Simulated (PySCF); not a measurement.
# BPb and its ions

PBE0; PySCF, scalar-relativistic core potentials, basis sets B def2-SVPD, Pb def2-SVPD with ECP60. Neutral (UKS): quartet (σ ↑, π ↑↑), Re = 2.253 Å, ωe = 518 cm⁻¹, De = 2.59 eV, HOMO -5.80 eV, LUMO -2.84 eV.

BPb⁻ (UKS): triplet (σ ↑, π ↑), Re = 2.181 Å, ωe = 566 cm⁻¹, De = 2.65 eV to B + Pb⁻. The energies at the minima are -217.51823 hartree for BPb and -217.55870 for BPb⁻.

**Question.** Work out the adiabatic electron affinity, without and with harmonic zero-point energies (1 hartree = 27.2114 eV, 1 eV = 8065.5 cm⁻¹), and the change of the bond length.

**Answer.** At PBE0: 0.04047 hartree = 1.101 eV between the minima; the zero-point term (518.0 − 566.0)/2 cm⁻¹ = -0.003 eV makes it 1.098 eV. Re changes by -7.2 pm against the neutral. The electron enters a π orbital; the charge polarises the partner, so the anion is bound more strongly.

These are scalar-relativistic numbers at best; spin–orbit coupling would shift them, the dissociation energy most. For an ion De counts to the pair picked by the measured ionisation energies or electron affinities, which need not be the lowest pair at this level. The highest Kohn–Sham level is positive in this anion. Much of that is self-interaction error, but it also means that the finite basis helps to hold the extra electron. States were picked by a PBE0 search and need not be the measured ground states.
